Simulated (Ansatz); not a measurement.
Species: C₄H₄S, SMILES `C=C=CC=S` (charge 0, multiplicity 1).

Q: Give a relaxed geometry from PBE0-D3(BJ)/def2-TZVP in Ansatz (an electronic-structure program).

A: Several could match; the one computed here: the end point of this relaxation, one of several conformers (outside a Z-matrix the atoms follow the SMILES, hydrogens last).
Bond lengths (Å): C1–C2 1.294, C1–H6 1.086, C1–H7 1.086, C2–C3 1.315, C3–C4 1.442, C3–H8 1.086, C4–S5 1.619, C4–H9 1.092. Angles (°): C2–C1–H6 121.1, C2–C1–H7 121.1, H6–C1–H7 117.8, C1–C2–C3 179.1, C2–C3–C4 121.5, C2–C3–H8 120.5, C4–C3–H8 118.0, C3–C4–S5 124.8, C3–C4–H9 114.8, S5–C4–H9 120.3.
